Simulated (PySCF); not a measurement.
Sn(H)3(OSiH3) (H6OSiSn), SMILES [SnH3][O][SiH3].

Coordinates come from a PBE0-D3(BJ)/def2-SVP optimisation. The def2 effective core potentials stand for the cores of Sn; spin–orbit coupling is left out.

All values below come from PySCF with B3LYP/def2-TZVPD.

Gas-phase values at a fixed geometry.

Computed frontier levels, gap, dipole moment and polarisability:
```
Quantity                                                                                                        Value
---------------------------------------------------------------------------------------------  ----------------------
highest occupied level                                                                                       -8.02 eV
lowest empty level                                                                                           -1.13 eV
orbital gap                                                                                                   6.89 eV
dipole moment                                                                                               0.433 e·Å
quadrupole, principal values (traceless, Buckingham form, about the centre of nuclear charge)   -1.09, 0.03, 1.06 D·Å
mean static polarisability                                                                      72.7 bohr³ (10.78 Å³)
polarisability, principal values                                                               68.0, 68.4, 81.8 bohr³
```
